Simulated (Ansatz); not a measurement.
This geometry of BH$_{3}$Se$_{2}$ (6 atoms, charge 0, multiplicity 1) is a first-order saddle point.

Computed with Ansatz, RKS PBE0-D4/def2-SVPD.

```xyz
6
Properties=species:S:1:pos:R:3
B -0.181 0.178 -0.661
Se -0.823 -1.625 -0.095
Se 0.425 -0.610 1.649
H -0.917 1.115 -0.500
H 0.857 0.244 -1.264
H 0.682 0.634 0.826
```

Which two structures does it join? (They come from a converged band through this point; their orientation in space is the band's.)

No bond is made or broken. The dihedral B1–Se2–Se3–H6 goes from -93 to 93°. The two ends are copies of one structure, up to a mirror image or an exchange of like atoms.

Image 0:

```xyz
6
Properties=species:S:1:pos:R:3
B -0.356 0.209 -0.677
Se -0.218 -1.748 -0.106
Se 0.003 0.012 1.423
H -1.470 0.636 -0.831
H 0.609 0.679 -1.223
H 1.474 0.148 1.368
```

Image 8:

```xyz
6
Properties=species:S:1:pos:R:3
B -0.254 0.198 -0.726
Se -0.241 -1.746 -0.097
Se 1.123 -0.113 0.882
H -1.178 0.875 -0.359
H 0.378 0.434 -1.723
H 0.214 0.288 1.977
```

How far does it lie above each of them?

77.9 kJ/mol above the first and 77.9 kJ/mol above the second. This is the barrier of this one path; another mechanism may lie lower.

The run took 3 min on 2 threads of Intel(R) Xeon(R) Platinum 8488C (Sapphire Rapids), with other jobs on the host, peak memory 0.38 GiB.
